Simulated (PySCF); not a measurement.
silanone (H₂OSi), SMILES O=[SiH2]. Geometry optimised at B3LYP-D3(BJ)/def2-TZVP.

Task: Give the equilibrium geometry at B3LYP-D3(BJ)/def2-TZVP (PySCF confirms it by a frequency run) as a Z-matrix, and its point group. (The exact figures need the calculation; the answer reports its results.)

Result: point group C2v.
```
Si
O 1 1.5195
H 1 1.4808 2 124.04
H 1 1.4808 3 111.91 2 180.00
```
Charge 0, spin multiplicity 1.
